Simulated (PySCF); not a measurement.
A run for PySCF: R-BP86/6-31G* on CH4Se2 (SMILES C[Se][SeH]), a point of a torsion scan.

```python
from pyscf import gto, scf, dft, mp
from pyscf.data.elements import chemcore

mol = gto.M(
    atom='''
    C    -1.10767287   -0.10553319    0.01226772
    Se    0.74351606    0.58761761   -0.00915223
    Se    0.96751221    1.18854906   -2.20365711
    H    -1.39808515   -0.35944100   -1.00243702
    H    -1.77211687    0.65476163    0.41328547
    H    -1.12492867   -0.98889863    0.64268171
    H     1.52021060   -0.06821688   -2.69922711
    ''',
    basis='6-31g*',
    cart=True,
    charge=0, spin=0, verbose=3, max_memory=1800)
mf = dft.RKS(mol, xc='b88,p86')
mf.conv_tol = 1e-8
mf.max_cycle = 100
mf.kernel()
if not mf.converged:
    mf = mf.newton().run(mf.mo_coeff, mf.mo_occ)
```

The log:

```
converged SCF energy = -4843.59677210896
```

The run converged.

Cost: roughly 12 core-seconds.
